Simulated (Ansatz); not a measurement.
`C[C](=N)[GeH3]` + HCl → `[Cl][GeH3]` + `CC=N`  (ligand exchange at a Ge–C bond)

Isolated molecules relaxed with PBE0-D4/def2-TZVP in Ansatz; ΔE leaves out vibrations. CCSD(T)/CBS is the MP2 limit (def2-TZVPP, def2-QZVPP) plus CCSD(T) − MP2 in def2-TZVPP, frozen cores. This one scheme is used for every species. Functionals use def2-TZVPP. B3LYP here is the variant with VWN-RPA as its local correlation; programs differ in this. For Ge outer-core shells are correlated without core-valence functions, which leaves a few kJ/mol of doubt a bond. Scalar relativity is left out up to krypton. Each species was taken in one conformer, which may not be the lowest.

`C[C](=N)[GeH3]`:

Cartesian coordinates in Å:
```
C 0.531 -1.384 -0.497
C 0.105 0.048 -0.568
N 0.152 0.658 -1.677
Ge -0.512 0.902 1.112
H 1.355 -1.504 0.213
H 0.847 -1.731 -1.482
H -0.291 -2.010 -0.136
H -0.163 1.625 -1.597
H 0.601 0.879 2.174
H -1.737 0.161 1.679
H -0.889 2.355 0.778
```

HCl:

```xyz
2

Cl    0.065    0.617   -0.154
H    -0.065   -0.617    0.154
```

`[Cl][GeH3]`:

Z-matrix (Å, degrees):
```
Ge
Cl 1 2.155
H 1 1.532 2 107.1
H 1 1.532 2 107.1 3 -120.0
H 1 1.532 2 107.1 3 120.0
```

`CC=N`:

Cartesian coordinates in Å:
```
C 0.769 0.142 0.246
C -0.583 0.263 -0.375
N -1.530 -0.572 -0.342
H 0.939 0.964 0.948
H 0.885 -0.806 0.775
H 1.547 0.218 -0.520
H -0.767 1.193 -0.924
H -1.259 -1.401 0.191
```

CCSD(T)/CBS gives -20.2 kcal/mol.

Problem. Another level gave -21.6 kcal/mol. Which?
A. PBE-D4/def2-TZVPP
B. HF/def2-TZVPP
C. r2SCAN-D4/def2-TZVPP
D. B3LYP/def2-TZVPP

Solution. C. r2SCAN-D4 -21.6, PBE-D4 -20.0, B3LYP -23.2, HF/def2-TZVPP -28.1 kcal/mol.

Largest T1 diagnostic among the species: 0.012.

From PBE to PBE0 (25 % exact exchange), in def2-TZVPP and without D4, ΔE moves by −1.4 kcal/mol. The D4 term adds +1.6 kcal/mol with B3LYP and +0.9 kcal/mol with PBE0; it sums over pairs of atoms, weighted by their polarisabilities, and B3LYP, whose exchange is more repulsive, gets the larger term.
